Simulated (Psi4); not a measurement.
H4BrNSn, singlet, at a GFN2-xTB geometry (such geometries of metal compounds can be far from the true shape) (core potentials on Sn).

Input for Psi4:
```
memory 2 GB

molecule {
0 1
  Sn   -0.33553314    0.75177772    0.23652314
  N    -2.19460812    0.04692155   -0.05732477
  Br    1.06900246   -1.16781130   -0.36827856
  H    -0.10276555    1.97240388   -0.89439186
  H     0.14124559    1.24296294    1.80464803
  H    -2.36305623   -0.88974447    0.28612235
  H    -2.95159631    0.63043657    0.26848716
}

set basis def2-sv(p)

energy('b3lyp')
print_variables()
```

Give the number of basis functions at the level Psi4 with B3LYP/def2-SV(P).

80

Predict the nuclear repulsion energy from B3LYP/def2-SV(P).

297.5238 Eh

Predict the dipole moment from B3LYP/def2-SV(P).

2.82 D

Roughly what does it cost on one core?

around 12 core-seconds (rough).
